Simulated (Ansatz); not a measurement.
The same path of H$_{3}$NS$_{2}$Sn (7 atoms, charge 0, multiplicity 1) was run twice with different band settings. The coordinate that changes most is the dihedral H6–N1–Sn2–S4.

All numbers below come from RKS PBE/def2-SVP (Ansatz).

Relaxed end points:

```xyz
7
Properties=species:S:1:pos:R:3
N -0.846 1.267 0.035
Sn 0.675 -0.116 0.000
S 0.389 -1.981 1.504
S 0.319 -2.417 -0.713
H -0.936 1.745 -0.874
H -1.741 0.785 0.206
H 2.200 0.648 -0.205
```

```xyz
7
Properties=species:S:1:pos:R:3
N -0.820 1.201 -0.470
Sn 0.671 -0.104 0.081
S 0.217 -2.137 1.342
S 0.512 -2.305 -0.893
H -1.698 0.678 -0.602
H -0.998 1.896 0.270
H 2.178 0.705 0.227
```

Common settings: movable images 7; climbing image yes; spring 5.0 eV/Å²; start path IDPP; force threshold 0.03 eV/Å; end points relaxed.

| run | optimiser | iteration limit | largest step |
| --- | --- | --- | --- |
| 1 | quadratic models (default) | 55 | default |
| 2 | fire | 60 | 0.5 Å |

(1) What does each run give, and how far can it be trusted?

Results:

(1) Run 1: converged after 5 iterations, highest image 0.027 eV above the first end. A vibrational analysis at the climbing image gives one clearly imaginary mode, 132i cm⁻¹: a first-order saddle point.
Run 2: converged after 30 iterations, highest image 0.028 eV above the first end. Another band between the same ends (7 images) ends at a top of the same energy, where a vibrational analysis finds 1 clearly imaginary mode.
